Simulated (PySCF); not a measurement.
This script is equivalent to a calculation on Ca⁺ (calcium, charge +1).

```python
from pyscf import gto, scf, dft, mp, cc
import basis_set_exchange as bse
mol = gto.M(atom="Ca 0 0 0", charge=1, spin=1, symmetry="D2h",
            basis=gto.basis.parse(bse.get_basis("aug-cc-pVDZ-X2C", elements=["Ca"], fmt="nwchem", header=False)),
            nucmod="G")
mf = dft.UKS(mol, xc="M06L").sfx2c1e()
mf.irrep_nelec = {'Ag': (4, 3), 'B1u': (2, 2), 'B2u': (2, 2), 'B3u': (2, 2)}
mf.kernel()
```

Question: What total energy does it give?

Answer: -680.190 hartree (calculated).

Question: Which occupied shell lies highest, and where?

Answer: 4s α, at -9.213 eV.

Question: What is ⟨S²⟩, and what would a pure spin state give?

Answer: 0.751, against 0.75.
